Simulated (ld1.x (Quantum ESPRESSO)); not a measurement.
# Which change was made? (Be, RRKJ)

- Element: Be
- Generator: ld1.x (Quantum ESPRESSO) 7.5
- Type: norm-conserving RRKJ (Kleinman–Bylander form)
- Functional: revPBE
- Relativity: scalar-relativistic
- Frozen core: none
- Valence charge: 4
- Reference configuration: 1s2 2s0.5 2p0 (charge +1.5)
- Partial waves: 1s (bound): rc 0.40 bohr; 2p (bound, empty): rc 1.95 bohr
- Local potential: the p channel
- Core correction: none

Occupied shells without a wave of their own: 2s. They enter only through the test configuration that unscreens the potential.

Cutoffs, loose and tight: the cutoffs (Ry, on a coarse ladder) from which the occupation-weighted sum of valence levels, in a spherical-Bessel basis at the reference potential, stays within 10 and 1 mRy of its value at 400 Ry. They do not see the model core or the augmentation charge, which bear on the density cutoff. Test errors are all-electron minus pseudo excitation energies from the reference, over the configurations 1s2 2s2 2p0; 1s2 2s1 2p0; 1s2 2s0 2p0; 1s2 2s1 2p1; 1s2 2s1.5 2p0; 1s1 2s2 2p0; 1s2 2s0 2p1; variants that change the core or the reference have their own tests.

The base gives: outcome: generated, misses its reference levels by 0.47 eV; bound ghosts: none; largest test error (meV): +1203.

Task: After one change the result is: outcome: generated, misses its reference levels by 0.46 eV; cutoff, loose: over 300 Ry; cutoff, tight: over 300 Ry; bound ghosts: none; largest test error (meV): +1218. Which change was it?
A. wave 2p (bound): rc 1.95 bohr becomes 2p (bound): rc 2.22 bohr
B. wave 1s (bound): rc 0.40 bohr becomes 1s (bound): rc 0.42 bohr
C. core [He], valence charge 2; reference 2s0.5 2p0; waves now 2s (bound): rc 1.85 bohr; 2p (bound): rc 4.20 bohr; local potential all-electron potential smoothed inside 2.85 bohr (lloc = -1)

Result: B. The others give: core [He], valence charge 2; reference 2s0.5 2p0; waves now 2s (bound): rc 1.85 bohr; 2p (bound): rc 4.20 bohr; local potential all-electron potential smoothed inside 2.85 bohr (lloc = -1) → outcome: generated; cutoff, loose: 10 Ry; cutoff, tight: 21 Ry; bound ghosts: none; largest test error (meV): +533 | wave 2p (bound): rc 1.95 bohr becomes 2p (bound): rc 2.22 bohr → outcome: generated, misses its reference levels by 0.67 eV; bound ghosts: none; largest test error (meV): +1513.
